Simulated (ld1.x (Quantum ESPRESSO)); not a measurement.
What the settings do to the TM potential of chlorine (Cl)

Base potential:

```json
{
  "Element": "chlorine (Cl)",
  "Generator": "ld1.x (Quantum ESPRESSO) 7.5",
  "Type": "norm-conserving Troullier–Martins (Kleinman–Bylander form)",
  "Functional": "Wu–Cohen",
  "Relativity": "non-relativistic",
  "Frozen core": "[Ne]",
  "Valence charge": "7",
  "Reference configuration": "3s2 3p3 (charge +2)",
  "Partial waves": "3s (bound): rc 1.20 bohr; 3p (bound): rc 1.20 bohr; 3d channel at 0.25 Ry: rc 0.90 bohr",
  "Local potential": "all-electron potential smoothed inside 0.75 bohr (lloc = -1)",
  "Core correction": "none"
}
```

Cutoffs, loose and tight: the cutoffs (Ry, on a coarse ladder) from which the occupation-weighted sum of valence levels, in a spherical-Bessel basis at the reference potential, stays within 10 and 1 mRy of its value at 400 Ry. They do not see the model core or the augmentation charge, which bear on the density cutoff. Test errors are all-electron minus pseudo excitation energies from the reference, over the configurations 3s2 3p5; 3s2 3p4; 3s2 3p2; 3s2 3p5.3; 3s2 3p4.5; 3s1 3p5; 3s2 3p1. A dash means not determined; rows that change the core or the reference have their own tests. The largest error is taken over the tests solved by every variant that gives reliable tests at all: 3s1 3p5; 3s2 3p2; 3s2 3p4; 3s2 3p4.5; 3s2 3p5; 3s2 3p5.3.

A true bound ghost makes a file unfit for plane-wave use even where its test errors are small: the radial tests pick states by their node count and pass the ghost by. Where a test does run into it, the solver fails or the error is huge.

```csv
change,outcome,"cutoff, loose","cutoff, tight",bound ghosts,largest test error (meV)
base,generated,60 Ry,90 Ry,s,+25
scalar-relativistic,generated,60 Ry,90 Ry,s,+28
wave 3s (bound): rc 1.20 bohr becomes 3s (bound): rc 0.82 bohr,generated,300 Ry,over 300 Ry,s,+61
local potential the p channel,generated,60 Ry,90 Ry,none,+32
wave 3p (bound): rc 1.20 bohr becomes 3p (bound): rc 1.48 bohr,generated,60 Ry,80 Ry,s,+25
"type PAW; waves now 3s (bound): rcut 1.05, rcutus 1.20 bohr; 3s channel at -1.55 Ry: rcut 1.05, rcutus 1.20 bohr; 3p (bound): rcut 1.05, rcutus 1.20 bohr; 3p channel at 1.8 Ry: rcut 1.05, rcutus 1.20 bohr; 3d channel at 0.25 Ry: rcut 0.80, rcutus 0.90 bohr; 3d channel at 2.05 Ry: rcut 0.80, rcutus 0.90 bohr; core correction a·sin(br)/r model core, default radius (ld1.x builds one for every PAW set, though the input has nlcc=.false.); augmentation PSQ, inside the norm-conserving radii",generated,25 Ry,55 Ry,s,-8.9
wave 3d channel at 0.25 Ry: rc 0.90 bohr becomes 3d channel at 1.07 Ry: rc 0.90 bohr,generated,60 Ry,90 Ry,s,+25
local potential all-electron potential smoothed inside 0.62 bohr (lloc = -1),generated,60 Ry,90 Ry,s,+39
"all radii scaled by about 0.73 (s 0.88, p 0.88, d 0.66 bohr); local potential all-electron potential smoothed inside 0.54 bohr (lloc = -1)",generated,300 Ry,over 300 Ry,s,+53
reference 3s2 3p5,generated,60 Ry,110 Ry,s,+56
functional PBE,generated,35 Ry,100 Ry,s,-12
core correction a·sin(br)/r model core inside 0.76 bohr,generated,60 Ry,90 Ry,s,+19
```
